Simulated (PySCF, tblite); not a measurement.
Isomers of C7H15OP, one GFN2-xTB conformer each. Single-point energies are computed at PBE0/pcSseg-1 (PySCF, gas phase, no added dispersion term), electronic only.

| SMILES | GFN2-xTB relative energy (kcal/mol) |
| --- | --- |
| CC(C)[P@@]1(=O)CC[C@H]1C | 18.1 |
| C[C@@H]1CCC[P@](C)(=O)C1 | 0.0 |
| C=P1(CC)CCOCC1 | 85.0 |
| C=C(C)[P@@](C)(=O)CCC | 30.8 |

Conformers: `[CH3:1][CH:2]([CH3:3])[P@@:4]1(=[O:5])[CH2:6][CH2:7][C@H:8]1[CH3:9]` with C1–C2–P4–O5 -64°, C2–P4–C6–C7 93°, P4–C6–C7–C8 18°, C6–C7–C8–C9 -146°, C2–P4–C8–C7 -90°; `[CH3:1][C@@H:2]1[CH2:3][CH2:4][CH2:5][P@:6]([CH3:7])(=[O:8])[CH2:9]1` with C1–C2–C3–C4 172°, C2–C3–C4–C5 67°, C3–C4–C5–P6 -57°, C4–C5–P6–C7 -68°; `[CH2:1]=[P:2]1([CH2:3][CH3:4])[CH2:5][CH2:6][O:7][CH2:8][CH2:9]1` with C1–P2–C3–C4 -49°, C1–P2–C5–C6 -84°, P2–C5–C6–O7 -62°, C5–C6–O7–C8 66°, C6–O7–C8–C9 -70°; `[CH2:1]=[C:2]([CH3:3])[P@@:4]([CH3:5])(=[O:6])[CH2:7][CH2:8][CH3:9]` with C1–C2–P4–C5 56°, C2–P4–C7–C8 -176°, P4–C7–C8–C9 175°.

Q: What does PBE0/pcSseg-1 give for the same structures?

A: 
```json
{"SMILES": "C[C@@H]1CCC[P@](C)(=O)C1", "PBE0/pcSseg-1 E (Eh)": "-691.79818", "PBE0/pcSseg-1 (kcal/mol)": "0.0", "GFN2-xTB (kcal/mol)": "0.0", "point group": "C1"}
{"SMILES": "CC(C)[P@@]1(=O)CC[C@H]1C", "PBE0/pcSseg-1 E (Eh)": "-691.76509", "PBE0/pcSseg-1 (kcal/mol)": "20.8", "GFN2-xTB (kcal/mol)": "18.1", "point group": "C1"}
{"SMILES": "C=C(C)[P@@](C)(=O)CCC", "PBE0/pcSseg-1 E (Eh)": "-691.75933", "PBE0/pcSseg-1 (kcal/mol)": "24.4", "GFN2-xTB (kcal/mol)": "30.8", "point group": "C1"}
{"SMILES": "C=P1(CC)CCOCC1", "PBE0/pcSseg-1 E (Eh)": "-691.68680", "PBE0/pcSseg-1 (kcal/mol)": "69.9", "GFN2-xTB (kcal/mol)": "85.0", "point group": "C1"}
```

Both levels put the same isomer lowest; measured from each level's own lowest isomer, the values differ by up to 15.1 kcal/mol (C=P1(CC)CCOCC1: 85.0 against 69.9). As drawn, the lowest has a P=O bond, which the highest lacks.

Q: Which frontier levels, dipoles and rotational constants go with these structures?

A: 
```json
{"SMILES": "C[C@@H]1CCC[P@](C)(=O)C1", "HOMO (eV, PBE0/pcSseg-1)": "-7.17", "LUMO (eV)": "0.99", "dipole (D)": "4.51", "A, B, C (MHz)": "2046, 1073, 901.1"}
{"SMILES": "CC(C)[P@@]1(=O)CC[C@H]1C", "HOMO (eV, PBE0/pcSseg-1)": "-7.25", "LUMO (eV)": "1.05", "dipole (D)": "3.86", "A, B, C (MHz)": "1819, 1167, 998.4"}
{"SMILES": "C=C(C)[P@@](C)(=O)CCC", "HOMO (eV, PBE0/pcSseg-1)": "-7.34", "LUMO (eV)": "-0.39", "dipole (D)": "3.53", "A, B, C (MHz)": "2128, 800.8, 765.5"}
{"SMILES": "C=P1(CC)CCOCC1", "HOMO (eV, PBE0/pcSseg-1)": "-5.27", "LUMO (eV)": "0.95", "dipole (D)": "2.11", "A, B, C (MHz)": "2439, 949.2, 898.4"}
```

Q: What happens when harmonic zero-point energies from GFN2-xTB frequencies are added?

A: 
```json
{"SMILES": "C[C@@H]1CCC[P@](C)(=O)C1", "ZPE (kcal/mol)": "130.6", "electronic (kcal/mol)": "0.0", "with ZPE (kcal/mol)": "0.0"}
{"SMILES": "CC(C)[P@@]1(=O)CC[C@H]1C", "ZPE (kcal/mol)": "130.0", "electronic (kcal/mol)": "20.8", "with ZPE (kcal/mol)": "20.2"}
{"SMILES": "C=C(C)[P@@](C)(=O)CCC", "ZPE (kcal/mol)": "127.5", "electronic (kcal/mol)": "24.4", "with ZPE (kcal/mol)": "21.3"}
{"SMILES": "C=P1(CC)CCOCC1", "ZPE (kcal/mol)": "127.7", "electronic (kcal/mol)": "69.9", "with ZPE (kcal/mol)": "67.0"}
```

The zero-point energies span 3.1 kcal/mol. The order is unchanged.
